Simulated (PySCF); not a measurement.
SnTe⁺ at M06-2X

Computed with M06-2X; PySCF, scalar-relativistic core potentials, basis sets Sn cc-pVDZ-PP with ECP28, Te cc-pVDZ-PP with ECP28.

```json
{"state": "²Π (doublet), unpaired electrons π ↑", "bond length": "2.704 Å", "harmonic wavenumber": "215 cm⁻¹", "force constant": "1.69 mdyn/Å", "rotational constant Be": "0.03697 cm⁻¹", "anharmonicity ωexe": "0.381 cm⁻¹", "vibration–rotation constant αe": "8.52e-05 cm⁻¹", "well depth De to Sn⁺ + Te": "2.15 eV", "dissociation energy D0": "2.13 eV", "bond order (Mayer)": "1.60", "dipole moment (positive dipole points towards Te; it is taken about the centre of mass and depends on that origin)": "-3.92 D"}
```

These are scalar-relativistic numbers at best; spin–orbit coupling would shift them, the dissociation energy most. For an ion De counts to the pair picked by the measured ionisation energies or electron affinities, which need not be the lowest pair at this level. The state is the lowest determinant that a PBE0 search found; another state may lie lower at other levels.
